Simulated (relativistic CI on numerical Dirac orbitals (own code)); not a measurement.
# Hyperfine structure of Tb LI, mass number 159

Computed by Dirac-Coulomb-Breit CI, separate exchange-only KLI orbitals for each configuration, QED by a radiative potential, unscaled Slater integrals (own radial code, finite nucleus).

Configurations in the expansion (outside the closed core [Ne]): 3s²3p³, 3s3p⁴, 3s²3p²3d, 3p⁵, 3s3p³3d, 3p⁴3d, 3s3p²3d², 3s²3p3d4p, 3p⁴4s, 3s3p²3d4s, 3s²3p²4s, 3p⁴4p, 3s²3p3d², 3s²3d³, 3s3p3d³, 3s²3d²4s, 3p³3d², 3p²3d³, 3p²3d²4s, 3s²3p3d4s, 3s3p3d²4s, 3s²3d4s², 3s3p²3d4p, 3s3p3d²4p, 3p²3d²4p, 3s3p3d4s4p. Double excitations out of closed p, d and f shells are left out; levels of such configurations are missing from the list, as are those of other unlisted configurations, and high levels can miss mixing partners.

Nuclear spin I = 3/2, μ = 2.009 μN, Q = 1.432 b (tables of Stone and Pyykkö). The electronic factors are computed for point nuclear moments, without core polarisation or the Bohr-Weisskopf and QED corrections.

```
         Level   E (eV)  A (GHz)  B (GHz)
 3s²3p³ ²D°5/2  190.231    425.3   -0.301
 3s²3p³ ²P°1/2  203.246     1386         
   3s3p⁴ ⁴P5/2  322.570    922.6      117
   3s3p⁴ ²S1/2  348.943     3760         
3s²3p²3d ⁴D1/2  374.919    509.7         
 3s²3p³ ²P°3/2  384.585    189.8     -401
```

Levels with J = 0, under 50 % of one LS term, or S terms without an open s electron are left out. Small factors come from cancelling terms and can be off by tens of per cent or more.

At this charge energies of transitions that change n are usually good to better than 1 %, and those within a shell (Δn = 0) to a few per cent.

**Question.** Give the hyperfine levels of 3s²3p³ ²P°1/2 relative to its centre of gravity.

**Answer.** With K = F(F + 1) − I(I + 1) − J(J + 1), E = AK/2: F = 1: -1733, F = 2: 1040 GHz.

LS names give the leading component of a level, which can be under half, so a name can repeat, a term be missing and a line seem to break the LS rules.
